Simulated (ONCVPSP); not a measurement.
# Transferability test, ONCV potential for Ti (Z = 22)

Ti (Z = 22), optimised norm-conserving Vanderbilt (ONCV), made with ONCVPSP 4.0.1 (revPBE, scalar-relativistic). Core [Ne], reference 3s2 3p6 3d2 4s2. Waves: 3s+4s: rc 1.95 bohr, ncon 5, nbas 9, qcut 6.3 1/bohr, 2 projectors; 3p: rc 1.60 bohr, ncon 4, nbas 8, qcut 9.4 1/bohr, 3 projectors, debl 1.4 Ha; 3d: rc 2.10 bohr, ncon 3, nbas 7, qcut 7.9 1/bohr, 2 projectors, debl 0.5 Ha. Local part: polynomial inside 1.20 bohr (lpopt 5, dvloc0 4 Ha). Core correction: none.

In the p channel the program set the typed energies aside and used -1.429, 0.250, 1.650 Ha.

Energies are relative to the spin-unpolarised reference configuration 3s2 3p6 3d2 4s2; without spin polarisation the order of configurations can differ from experiment.

| valence configuration | charge | ΔE all-electron (eV) | error AE − PS (meV) |
| --- | --- | --- | --- |
| 3s2 3p6 3d2 4s1 | +1 | 7.279 | 0.0 |
| 3s2 3p6 3d1 4s0 | +3 | 47.570 | +103 |

(1) What are ΔE and the potential's error for 3s2 3p6 3d2 4s0?

(2) What are ΔE and the potential's error for 3s1 3p6 3d2 4s2?

Levels in the configuration 3s1 3p6 3d2 4s2:

| level | all-electron (eV) | pseudo (eV) |
| --- | --- | --- |
| 3s | -77.310 | -78.042 |
| 3p | -53.152 | -53.602 |
| 3d | -17.099 | -16.963 |
| 4s | -12.078 | -12.112 |

Results:

(1) ΔE = 20.710 eV all-electron; the error (AE − PS) is -1.1 meV.

(2) ΔE = 69.709 eV all-electron; the error (AE − PS) is -370 meV.
